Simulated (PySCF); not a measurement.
Job file and geometry (Å, from GFN2-xTB) of an NMR shielding run on `c1c([S@@](C)=O)occ1N`, C$_{5}$H$_{7}$NO$_{2}$S, GIAO PBE0/pcSseg-1 NMR shielding, non-relativistic, gas phase in PySCF 2.14.0, density-fitted response routines; density fitting, a coarse starting grid and PySCF grid level 2 are the driver's defaults:

```
{"job": {"kind": "nmr", "xc": "PBE0", "basis": "pcSseg-1"}, "charge": 0, "multiplicity": 1}
C     -2.763791    -0.308918     0.689513
S     -1.922622    -1.136532    -0.741139
O     -2.267984    -0.354772    -1.926077
C     -0.276328    -0.560902    -0.273479
C      0.579947     0.274217    -0.925807
C      1.769617     0.305239    -0.143351
N      2.937760     0.967388    -0.468110
C      1.534371    -0.525336     0.919639
O      0.290358    -1.062939     0.838417
H     -2.583573     0.758829     0.637153
H     -3.826789    -0.511796     0.610320
H     -2.364831    -0.732613     1.603671
H      0.381669     0.796718    -1.838062
H      3.557962     1.137179     0.308195
H      2.807608     1.774353    -1.058157
H      2.139028    -0.811171     1.755863
```

Question: Write the output of this run.

Answer: 
```
coarse grid: 14632 points
cycle   1  E = -797.1373079696  dE =  1.996e+00  |g| = 9.784e-01  |ddm| = 4.061e+00
cycle   2  E = -796.3493879079  dE =  7.879e-01  |g| = 2.191e+00  |ddm| = 4.358e+00
cycle   3  E = -797.3047949596  dE = -9.554e-01  |g| = 2.927e-01  |ddm| = 3.742e+00
cycle   4  E = -797.3201827297  dE = -1.539e-02  |g| = 1.447e-01  |ddm| = 4.429e-01
cycle   5  E = -797.3237073846  dE = -3.525e-03  |g| = 5.107e-02  |ddm| = 1.335e-01
cycle   6  E = -797.3242153570  dE = -5.080e-04  |g| = 1.338e-02  |ddm| = 4.835e-02
cycle   7  E = -797.3242564987  dE = -4.114e-05  |g| = 3.884e-03  |ddm| = 1.700e-02
cycle   8  E = -797.3242600244  dE = -3.526e-06  |g| = 9.825e-04  |ddm| = 4.312e-03
final grid: 138800 points
cycle   9  E = -797.3977361923  dE = -2.217e-05  |g| = 1.467e-02  |ddm| = 3.843e-02
cycle  10  E = -797.3976680394  dE =  6.815e-05  |g| = 2.373e-02  |ddm| = 3.520e-02
cycle  11  E = -797.3977780846  dE = -1.100e-04  |g| = 2.965e-03  |ddm| = 2.398e-02
cycle  12  E = -797.3977798417  dE = -1.757e-06  |g| = 3.213e-04  |ddm| = 2.790e-03
cycle  13  E = -797.3977798543  dE = -1.261e-08  |g| = 2.294e-04  |ddm| = 4.501e-04
cycle  14  E = -797.3977798656  dE = -1.123e-08  |g| = 5.105e-05  |ddm| = 2.484e-04
cycle  15  E = -797.3977798661  dE = -5.105e-10  |g| = 2.480e-05  |ddm| = 7.959e-05
converged SCF energy = -797.3977798661

GIAO shielding tensors (ppm)
atom      isotropic    diamagn.    paramagn.     s11        s22        s33       span
  0 C      136.997     253.593    -116.596    104.159    123.869    182.962     78.803
  1 S      178.486    1051.000    -872.514     29.770     80.833    424.854    395.084
  2 O      304.890     395.949     -91.059     99.525    314.819    500.324    400.799
  3 C       19.884     264.527    -244.642    -39.239     23.542     75.350    114.589
  4 C       76.393     254.124    -177.731     -0.510     66.937    162.751    163.261
  5 C       44.338     259.098    -214.759    -28.101     26.834    134.282    162.383
  6 N      216.439     314.780     -98.342    193.086    199.766    256.465     63.379
  7 C       55.536     251.462    -195.926     -2.478     67.016    102.071    104.548
  8 O       66.611     399.286    -332.675    -55.462      8.665    246.629    302.091
  9 H       29.180      31.462      -2.282     26.185     28.738     32.618      6.433
 10 H       28.963      27.892       1.071     26.246     26.434     34.210      7.964
 11 H       29.418      30.893      -1.476     25.315     28.880     34.058      8.743
 12 H       24.963      34.538      -9.576     21.989     24.372     28.527      6.538
 13 H       28.845      30.003      -1.158     21.368     27.491     37.677     16.309
 14 H       28.712      31.396      -2.685     21.144     27.605     37.385     16.241
 15 H       24.419      31.629      -7.211     21.629     24.822     26.805      5.176
```

Question: Turn these shieldings into chemical shifts. References, each an isolated molecule treated in the same way: TMS for ¹³C (σref 186.93), ¹H (σref 31.72); CS2 for ³³S (σref 503.73); ¹⁷O (σref 336.08) against H2O; NH3 for ¹⁵N (σref 267.73).

Answer: Averaging equivalent atoms: C 3: 167.0; C 5: 142.6; C 7: 131.4; C 4: 110.5; C 0: 49.9; S 1: 325; O 8: 269.5; O 2: 31.2; N 6: 51.3; H 15: 7.30; H 12: 6.75; H 13/14: 2.94; H 9/10/11: 2.53 ppm. Unscaled 17O shifts of doubly bonded oxygen tend to come out too high, by tens of ppm or more. Experimental scales use liquid or dissolved standards, which lie at an offset from isolated NH3 (liquid NH3: subtract about 20 ppm) and H2O (liquid H2O: subtract about 36 ppm).

Size and cost of the density-fitted run: 195 basis functions, 35 s wall time on 1 thread of an x86-64 server CPU, shared host.
